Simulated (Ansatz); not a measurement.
Potential energy curve for SMILES Cl[Te](Cl)(Cl)Cl. The Te1–Cl5 bond (Te1 also carries Cl, Cl, Cl; Cl5 carries nothing else) is pulled apart rigidly from the PBE0/def2-TZVP, def2 effective core potentials past Kr optimised geometry.

- UKS-PBE0 = unrestricted PBE0/def2-TZVP, def2 effective core potentials past Kr (Ansatz, a program for electronic structure)
- RKS-PBE0 = restricted PBE0/def2-TZVP, def2 effective core potentials past Kr (Ansatz)
- UKS-PBE = unrestricted PBE/def2-TZVP, def2 effective core potentials past Kr (Ansatz)
- RKS-PBE = Ansatz with restricted PBE/def2-TZVP, def2 effective core potentials past Kr

Scanned distances (Å): 1.91, 2.02, 2.14, 2.25, 2.30, 2.34, 2.43, 2.60, 2.81, 3.05, 3.33, 3.78, 4.23, 4.85, 5.59, 6.60.

Problem. Where does the unrestricted solution first break spin symmetry (<S²> of 0.01 or more)?

Solution. UKS-PBE0: between 3.05 and 3.33 Å; UKS-PBE: between 3.05 and 3.33 Å.

```tsv
R / Å	<S²> UKS-PBE0	E(RKS-PBE0) − E(UKS-PBE0) / mEh	<S²> UKS-PBE	E(RKS-PBE) − E(UKS-PBE) / mEh
1.91	0.00	0.0	0.00	0.0
2.02	0.00	0.0	0.00	0.0
2.14	0.00	0.0	0.00	0.0
2.25	0.00	0.0	0.00	0.0
2.30	0.00	0.0	0.00	0.0
2.34	0.00	0.0	0.00	0.0
2.43	0.00	0.0	0.00	0.0
2.60	0.00	0.0	0.00	0.0
2.81	0.00	0.0	0.00	0.0
3.05	0.00	0.0	0.00	0.0
3.33	0.49	4.4	0.05	0.0
3.78	0.82	17.9	0.48	2.7
4.23	0.96	29.8	0.71	7.8
4.85	1.01	41.4	0.82	12.8
5.59	1.01	48.0	0.86	15.8
6.60	1.01	52.2	0.88	17.4
```
